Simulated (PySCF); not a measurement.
OS2, SMILES [O-][S+]=S. Heavy atoms are numbered as in [S:1]=[S+:2][O-:3].

Geometry optimised at PBE0-D3(BJ)/def2-TZVP.

These are r2SCAN/def2-TZVPD (PySCF) values and carry that method's errors.

Mulliken values depend strongly on the basis, most of all with diffuse functions as here. ESP charges are fitted to the potential on shells at 1.4 to 2.0 van der Waals radii. Atomic charges (e), one atom of each kind:

```tsv
atom	Mulliken	ESP fit
S1	-0.15	-0.05
S2	0.49	0.28
O3	-0.34	-0.22
```
